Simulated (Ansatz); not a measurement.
Molecule: C4H2ISe, charge 0, multiplicity 2. SMILES: Ic1c[c][se]c1
Coordinates optimised at B3LYP-D3(BJ)/def2-TZVP (Ansatz, an electronic-structure program):
```xyz
8

I      2.0526    -0.3893     0.0718
C     -0.0365    -0.1755    -0.0101
C     -0.8982    -1.3295    -0.1041
C     -2.1874    -0.9586    -0.1431
Se    -2.5158     0.8684    -0.0691
C     -0.6357     1.0383     0.0222
H     -0.5326    -2.3446    -0.1372
H     -0.1721     2.0079     0.0897
```
Charge 0, spin multiplicity 2.

Wanted: size of the dipole moment, in D. Terms: six Cartesian d functions in 6-31G* and its kin unless marked 5d; STO-3G and 3-21G all-electron and non-relativistic; dispersion terms only where a functional's name holds one; spin-orbit terms left out; LANL2DZ with its own core potentials from Na on; UHF or UKS for open shells. First-principles rows: single points at B3LYP-D3(BJ) geometries (Ansatz).

```json
[
 {"level": "PBE/STO-3G", "program": "Ansatz", "size of the dipole moment (D)": "1.05"},
 {"level": "PBE/LANL2DZ", "program": "Ansatz", "size of the dipole moment (D)": "0.74"},
 {"level": "PBE/6-31G* with LANL2DZ past Ar", "program": "Ansatz", "size of the dipole moment (D)": "0.70"},
 {"level": "B3LYP/STO-3G", "program": "Ansatz", "size of the dipole moment (D)": "1.03"},
 {"level": "B3LYP/3-21G", "program": "Ansatz", "size of the dipole moment (D)": "0.93"},
 {"level": "B3LYP/LANL2DZ", "program": "Ansatz", "size of the dipole moment (D)": "0.72"},
 {"level": "B3LYP/6-31G* with LANL2DZ past Ar", "program": "Ansatz", "size of the dipole moment (D)": "0.68"}
]
```

No value to compare with is used here. The 7 habitual levels span 0.68 (B3LYP/6-31G* with LANL2DZ past Ar) to 1.05 D (PBE/STO-3G).

The levels are drawn from those run, B3LYP/6-31G* more often than the rest, none by its result; left out are runs that failed, that the program found above a lower state of the same kind, or whose <S^2> lies over 0.5 above the pure value.
